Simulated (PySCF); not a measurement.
These compounds are isomers of formula C6H8OSi.

A. `C1(=C=O)CC(=C)[Si@H]1C`
B. `C1[SiH](C2=CC=CO2)C1`
C. SMILES [C@]1([SiH3])(C=O)[C@H](C#C)C1

Spectrum 1. ¹H NMR (400 MHz, computed): δ 7.83 (m, 1H), 6.87 (m, 1H), 6.78 (m, 1H), 3.70 (m, 1H), 0.85 (m, 2H), 0.71 (m, 2H). ¹³C{¹H} NMR (computed): δ 154.3 (CH), 153.8 (C), 125.4 (CH), 117.5 (CH), -0.9 (CH2).

Spectrum 2. ¹H NMR (400 MHz, computed): δ 9.53 (s, 1H), 3.82 (s, 3H), 1.99 (m, 1H), 1.61 (m, 1H), 1.50 (d, 1H), 1.33 (m, 1H). ¹³C{¹H} NMR (computed): δ 212.1 (CH), 86.3 (C), 76.2 (CH), 26.4 (C), 22.5 (CH2), 15.1 (CH).

Spectrum 3. ¹H NMR (400 MHz, computed): δ 6.02 (br s, 1H), 5.81 (br s, 1H), 5.81 (m, 1H), 3.80 (m, 1H), 3.74 (m, 1H), 0.58 (d, 3H). ¹³C{¹H} NMR (computed): δ 178.7 (C), 158.6 (C), 134.5 (CH2), 33.7 (CH2), 6.6 (C), 1.3 (CH3).

PySCF 2.14.0 with density-fitted response routines calculation with σ from GIAO-PBE0/pcSseg-1 and structure optimised with GFN2-xTB; relativity neglected, averaged over atoms made equivalent by symmetry, fast rotation or ring inversion, gas phase, one conformer.

Scale: ¹H (σ = 31.72 ppm), ¹³C (σ = 186.93 ppm) vs TMS (reference shieldings calculated alike). Where no couplings were computed, multiplicities follow the n + 1 count of equivalent neighbours, and m marks all less simple cases (inequivalent or close neighbours, rings, F or P nearby). Shifts are as computed. Against solution values, carbons near 30 ppm lie about +3 ppm off and those near 130 ppm about +5 ppm. Of 1309 compounds with measured shifts, 239 miss one by over three times the rms of a fit or turn the order of signals round; such compounds aren't used in these exercises.

Q: Which spectrum belongs to which compound?

A: 1–B, 2–C, 3–A.

- Spectrum 1 (B): 5 ¹³C signals; δC -0.9 is a three-membered-ring carbon; δH 7.83 is the hydrogen on an aromatic CH next to the ring oxygen.
- Spectrum 2 (C): 6 ¹³C signals; δC 212.1 is an aldehyde carbonyl carbon; δC 86.3 is an alkyne carbon.
- Spectrum 3 (A): 6 ¹³C signals; δC 158.6 is a fully substituted alkene carbon; δC 134.5 is a terminal =CH2 carbon.
